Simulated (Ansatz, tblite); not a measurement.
Removing an electron: GeEtBr3 (C2H5Br3Ge). Total charge 0; singlet. Geometry: PBE-D4/def2-SVP. Ansatz, gas phase; energy differences of separate SCF runs; the oxidised species was run as a doublet alone.

```xyz
11

Ge    0.760    0.723    0.979
C    -0.737    0.250   -0.205
C    -0.465   -1.001   -1.037
H    -0.910    1.152   -0.829
H    -1.613    0.136    0.468
H    -1.334   -1.228   -1.687
H     0.420   -0.870   -1.692
H    -0.283   -1.886   -0.395
Br    2.688    1.101   -0.268
Br    1.192   -1.017    2.464
Br    0.280    2.639    2.202
```

The xTB rows come from tblite. HOMO above LUMO, or a gap near zero within one spin, warns that the state may not be the lowest or that an electron is smeared out.

| level | −HOMO (eV) | vertical IE (eV) | −LUMO (eV) | HOMO–LUMO gap (eV) | remarks |
| --- | --- | --- | --- | --- | --- |
| GFN1-xTB | 11.43 | 14.23 | 6.87 | 4.56 | – |
| GFN2-xTB | 12.07 | 14.47 | 7.83 | 4.24 | – |
| PBE-D4/def2-TZVP | 7.09 | 9.60 | 2.88 | 4.21 | gap within one spin near zero (+1 doublet) |
| B97M-V/def2-TZVP | 7.53 | 9.90 | 2.57 | 4.96 | – |
| PBE0-D4/def2-TZVP | 8.39 | 10.15 | 2.03 | 6.37 | – |

Relaxing the oxidised species (PBE-D4/def2-SVP) changes its energy by -0.15 eV at PBE-D4/def2-TZVP, so the adiabatic ionisation energy to this nearest minimum is 9.45 eV. At PBE0-D4/def2-TZVP it is 9.76 eV.    Raw xTB energy differences between charge states are shifted by several eV; the methods need an empirical correction for them.
